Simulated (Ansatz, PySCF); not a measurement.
Molecule: RbCl (charge 0, singlet). SMILES: [Cl][Rb]
Coordinates optimised at B3LYP-D3(BJ)/def2-TZVP (Ansatz, a first-principles code):
```xyz
2

Rb     0.0000     0.0000    -0.9024
Cl     0.0000     0.0000     1.9640
```
Charge 0, spin multiplicity 1.

Property: vertical triplet-singlet gap, E(triplet) - E(singlet), in eV. Set-up: UHF or UKS for open shells; each state is the SCF solution reached for its charge and spin; def2 sets with scalar-relativistic core potentials past Kr; six Cartesian d functions in 6-31G* and its kin unless marked 5d; no spin-orbit coupling; LANL2DZ with its own core potentials from Na on; STO-3G and 3-21G all-electron and non-relativistic; valence correlation only (noble-gas shells and the d and f shells of earlier blocks; the outer core of K, Ca and congeners matters and is frozen too). First-principles rows: single points at B3LYP-D3(BJ) geometries (Ansatz). Levels can end on unlike triplets.

| level | program | vertical triplet-singlet gap, E(triplet) - E(singlet) (eV) |
|---|---|---|
| HF/6-31G* with LANL2DZ past Ar | Ansatz | 3.48 |
| PBE/6-31G* with LANL2DZ past Ar | Ansatz | 4.17 |
| B3LYP/STO-3G | Ansatz | 6.05 |
| B3LYP/3-21G | Ansatz | 4.15 |
| B3LYP/6-31G* with LANL2DZ past Ar | Ansatz | 4.14 |
| M06-2X/6-31G* with LANL2DZ past Ar (5d) | PySCF | 4.38 |
| MP2/6-31G* with LANL2DZ past Ar | Ansatz | 4.09 |
| B3LYP/def2-TZVPD | Ansatz | 4.54 |
| wB97X-V/def2-TZVPD | Ansatz | 4.79 |

No value to compare with is used here. The 7 habitual levels span 3.48 (HF/6-31G* with LANL2DZ past Ar) to 6.05 eV (B3LYP/STO-3G); wB97X-V/def2-TZVPD gives 4.79.

The levels are drawn from those run, B3LYP/6-31G* more often than the rest, none by its result; runs whose electronic state is in doubt are left out.
